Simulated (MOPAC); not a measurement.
Input file for MOPAC: PM3 on NaC-, 2S+1 = 3, a spin state set in the input, which need not be the lowest, a point of a bond scan (R = 2.321 Å). Charge -1.

```
PM3 1SCF PRECISE CHARGE=-1 UHF MS=1 THREADS=1
CNa

C      0.00000000 1     0.00000000 1     0.00000000 1
Na     0.00000000 1     0.00000000 1     2.32089400 1
```

Output:

```
*******************************************************************************
 **                                                                           **
 **                              MOPAC v23.2.5                                **
 **                                                                           **
 *******************************************************************************
 ** MOPAC's Digital Object Identifier: https://doi.org/10.5281/zenodo.6511958 **
 **                                                                           **
 ** Please cite the open-source release paper for use of this MOPAC version:  **
 ** J. E. Moussa and J. J. P. Stewart (2026)                                  **
 ** MOPAC: An open-source semiempirical molecular orbital program             **
 ** J. Open Source Softw., 11(119), 8025, https://doi.org/10.21105/joss.08025 **
 *******************************************************************************

                              PM3 CALCULATION RESULTS

 *******************************************************************************
 *  PM3        - The PM3 Hamiltonian to be used
 *  UHF        - UNRESTRICTED HARTREE-FOCK CALCULATION
 *
 *
 *
 *                 CHARGE ON SYSTEM = -1
 *
 *
 *
 *  MS=        - IN MECI, MAGNETIC COMPONENT OF SPIN =  1.0
 *  PRECISE    - TIGHTER CRITERIA TO BE USED
 *  1SCF       - DO 1 SCF AND THEN STOP
 *  THREADS=1  - MULTI-THREADING NOT USED
 *  T=         - A TIME OF 172800.0 SECONDS REQUESTED
 *  DUMP=N     - RESTART FILE WRITTEN EVERY 7200.0 SECONDS REQUESTED
 *******************************************************************************
PM3 1SCF PRECISE CHARGE=-1 UHF MS=1 THREADS=1
 CNa

   ATOM   CHEMICAL          X               Y               Z
  NUMBER   SYMBOL      (ANGSTROMS)     (ANGSTROMS)     (ANGSTROMS)

     1       C          0.00000000  *   0.00000000  *   0.00000000  *
     2      Na          0.00000000  *   0.00000000  *   2.32089400  *



          CARTESIAN COORDINATES

    NO.       ATOM           X           Y           Z

     1         C          0.0000      0.0000      0.0000
     2        Na          0.0000      0.0000      2.3209

  C: (PM3): J. J. P. STEWART, J. COMP. CHEM. 10, 209 (1989).
 Na: (PM3): J. J. P. STEWART, J. MOL. MOD., 10, 155-164 (2004)

           Empirical Formula: C Na  =     2 atoms



      MOLECULAR POINT GROUP   :   C*v


          UHF CALCULATION, NO. OF ALPHA ELECTRONS =    4
                           NO. OF BETA  ELECTRONS =    2

 -------------------------------------------------------------------------------
 PM3 1SCF PRECISE CHARGE=-1 UHF MS=1 THREADS=1
 CNa



     1SCF WAS SPECIFIED, SO BFGS WAS NOT USED
     SCF FIELD WAS ACHIEVED


                              PM3 CALCULATION
                                                       MOPAC v23.2.5 Linux




          FINAL HEAT OF FORMATION =         94.11271 KCAL/MOL =     393.76759 KJ/MOL


          COSMO AREA              =        105.35 SQUARE ANGSTROMS
          COSMO VOLUME            =         97.03 CUBIC ANGSTROMS

          IONIZATION POTENTIAL    =          3.589366 EV
          ALPHA SOMO LUMO (EV)    =         -6.129 -0.052
          BETA  SOMO LUMO (EV)    =         -3.589 -2.253
          NO. OF ALPHA ELECTRONS  =          4
          NO. OF BETA  ELECTRONS  =          2
          MOLECULAR WEIGHT        =         35.0008         POINT GROUP:  C*v

          MOLECULAR DIMENSIONS (Angstroms)

            Atom       Atom       Distance
           Na     2    C     1     2.32089
           Na     2    C     1     0.00000
            C     1   Na     2     0.00000


          SCF CALCULATIONS        =          1





   ATOM   CHEMICAL          X               Y               Z
  NUMBER   SYMBOL      (ANGSTROMS)     (ANGSTROMS)     (ANGSTROMS)

     1       C          0.00000000  *   0.00000000  *   0.00000000  *
     2      Na          0.00000000  *   0.00000000  *   2.32089400  *

                             CARTESIAN COORDINATES

   1    C        0.000000000     0.000000000     0.000000000
   2   Na        0.000000000     0.000000000     2.320894000


           Empirical Formula: C Na  =     2 atoms



      MOLECULAR POINT GROUP   :   C*v


          ALPHA EIGENVALUES
 -18.51772  -7.03626  -6.27204  -6.12878  -0.05225   0.09947   1.47985  16.00038


           BETA EIGENVALUES
 -14.14984  -3.58937  -2.25284   0.22331   4.03713   4.17828   4.60447  16.01265


              NET ATOMIC CHARGES AND DIPOLE CONTRIBUTIONS

  ATOM NO.   TYPE          CHARGE      No. of ELECS.   s-Pop       p-Pop
    1          C           0.309437        3.6906     1.69119     1.99937
    2         Na          -1.309437        2.3094     0.00287     2.30657
 DIPOLE           X         Y         Z       TOTAL
 POINT-CHG.     0.000     0.000    -7.275     7.275
 HYBRID         0.000     0.000     0.489     0.489
 SUM            0.000     0.000    -6.786     6.786


          ATOMIC ORBITAL ELECTRON POPULATIONS

     Atom    s        px        py        pz
    1  C   1.69119   0.64224   0.64267   0.71447
    2 Na   0.00287   0.85555   0.85955   0.59147


                    (SZ)    =    1.000000
                    (S**2)  =    2.317233


          ATOMIC ORBITAL SPIN POPULATIONS

    Atom   Total    s     px     py     pz
         Atomic
    1  C  1.9514  0.135  0.557  0.556  0.704
    2 Na  0.0486  0.001 -0.054 -0.058  0.160

 **********************
 *                    *
 * JOB ENDED NORMALLY *
 *                    *
 **********************




 == MOPAC DONE ==
```

The run finished. Its determinant has ⟨S²⟩ = 2.32, a mixture of spin states.

Cost: very roughly 0.03 core-seconds.
